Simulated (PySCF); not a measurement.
B3LYP has the VWN-RPA correlation part, as in Gaussian. Delta-SCF ions had no search for a lower state. Excitations are Tamm–Dancoff values on a coarser integration grid. The basis has no diffuse functions, so Rydberg states are missing or too high.

Cartesian coordinates (Å):
```xyz
9

O      1.6876     0.3500    -0.7038
Si     0.5951    -0.5573     0.1246
C     -1.1385     0.1776    -0.0233
F     -1.1276     1.4688     0.5127
H      1.7856     1.2665    -0.4404
H      0.6086    -1.9051    -0.4942
H      0.9364    -0.6392     1.5704
H     -1.8849    -0.4119     0.5209
H     -1.4622     0.2505    -1.0670
```
Charge 0, spin multiplicity 1.

Q: Give the LUMO, vertical ionisation energy (Delta-SCF), S1 excitation (TDA), brightest of the four lowest singlets (TDA), HOMO–LUMO gap, dipole moment, T1 excitation (TDA) and S1–T1 gap (TDA) at the level B3LYP-D3(BJ)/def2-TZVP // PBE0-D4/def2-TZVP (PySCF).

A: 
- LUMO: -0.15 eV
- vertical ionisation energy (Delta-SCF): 10.62 eV
- S1 excitation (TDA): 6.85 eV
- brightest of the four lowest singlets (TDA): 8.04 eV
- HOMO–LUMO gap: 8.01 eV
- dipole moment: 0.58 D
- T1 excitation (TDA): 6.44 eV
- S1–T1 gap (TDA): 0.41 eV
